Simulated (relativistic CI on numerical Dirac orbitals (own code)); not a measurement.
**Lu²⁺: resonant inelastic scattering at the N6,7 edge**

Computed with this model: Dirac-Coulomb-Breit CI, separate exchange-only KLI orbitals for each configuration, a model potential for QED, valence Slater integrals scaled by 0.8, Kramers-Heisenberg scattering through one core-hole configuration in a parametric crystal field; configurations [Xe] 4f14 5d → [Xe] 4f13 5d2; 10 K; core-hole width 0.18 eV; summed over polarisations. Incident energies are the highest absorption maxima for each field (at most a few, so the weaker spin-orbit partner edge can be absent), on the computed scale of the free ion. Intensities are in per cent of the strongest line above 0.02 eV; levels within 1 cm⁻¹ are merged; final levels count from the ground level, the first row holds all elastic scattering, lines under 0.4 are left out and each table stops after 24 rows. The scale of the Slater integrals is a model choice and moves the terms in proportion. The configuration is assumed, with all valence electrons in the open shell; the free ion's ground configuration is another.

Field parameters in Wybourne normalisation: D3d B²₀ = −7Dσ, B⁴₀ = −14Dq − 21Dτ, B⁴₃ = −14√(10/7) Dq; D4h B²₀ = −7Ds, B⁴₀ = 21(Dq − Dt), B⁴₄ = 21√(5/14) Dq. The field is a parameter set, without covalency.

S is read from ⟨S²⟩ = S(S + 1).

D3d, 10Dq = 17950, Dσ = -950, Dτ = -480 cm⁻¹:

| Final level (eV) | Degeneracy | Irrep | S | 8.7 eV | 9.3 eV | 10.3 eV |
| --- | --- | --- | --- | --- | --- | --- |
| 0.000 | 2 | Γ5+Γ6 | 0.50 | 59.0 | 69.8 | 352.5 |
| 0.104 | 2 | Γ4 | 0.50 | 6.3 | 5.9 | 100.0 |
| 0.812 | 2 | Γ4 | 0.50 | 1.6 | 1.8 | 21.0 |
| 2.313 | 2 | Γ4 | 0.50 | 1.1 | 2.1 | 9.6 |
| 2.314 | 2 | Γ5+Γ6 | 0.50 | 2.1 | 2.2 | 10.9 |

D4h, 10Dq = 16600, Ds = 2490, Dt = -280 cm⁻¹:

| Final level (eV) | Degeneracy | Irrep | S | 9.8 eV | 10.1 eV | 10.9 eV |
| --- | --- | --- | --- | --- | --- | --- |
| 0.000 | 2 | Γ6 | 0.50 | 496.7 | 474.3 | 720.1 |
| 0.104 | 2 | Γ7 | 0.50 | 51.6 | 100.0 | 23.9 |
| 1.160 | 2 | Γ7 | 0.50 | 14.7 | 18.6 | 10.3 |
| 2.164 | 2 | Γ6 | 0.50 | 42.3 | 22.0 | 22.7 |
| 3.224 | 2 | Γ7 | 0.50 | 4.6 | 19.5 | 20.7 |

For the first field the strongest loss at the lowest incident energy is the level at 0.10 eV (S = 0.50, against 0.50 in the thermal ground state).
